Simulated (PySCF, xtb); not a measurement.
SnHBr, SMILES [SnH][Br] (connectivity only; charge and spin as stated), neutral, multiplicity 1.

GFN2-xTB (xtb) at its own geometry gives an orbital gap of 3.31 eV and a dipole moment of 7.62 D.

Geometry: PBE0-D3(BJ)/def2-TZVP. The def2 effective core potentials stand for the cores of Sn; spin–orbit coupling is left out.

Q: What does B3LYP/def2-TZVPD in PySCF give? (An estimate is asked for; the answer gives what the named calculation found.)

A: gap 3.44 eV (levels -6.82 and -3.38 eV), dipole 2.68 D.
